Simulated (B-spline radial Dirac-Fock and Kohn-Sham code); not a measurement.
# What relativity does to the binding energies of Tb⁵⁴⁺

System: terbium as Tb⁵⁴⁺, configuration [Ne] 3s1.

Both columns are ΔSCF binding energies of the configuration average from a radial finite-basis atomic code: non-relativistic Hartree-Fock with a point nucleus, and Dirac-Fock with a finite nucleus and the Coulomb interaction alone, averaged over the two j levels with weights 2j+1.

| shell | Hartree-Fock (eV) | Dirac-Fock (eV) | shift (eV) | shift (%) |
| --- | --- | --- | --- | --- |
| 2p | 11458.2 | 11803.1 | +344.91 | +3.01 |
| 3s | 4930.9 | 5223.3 | +292.38 | +5.93 |

Relativity binds 2p, 3s more strongly, among those listed most of all 3s in relative terms.

Values without a named source are computed, but for edge energies of neutral atoms, which are taken from tables.
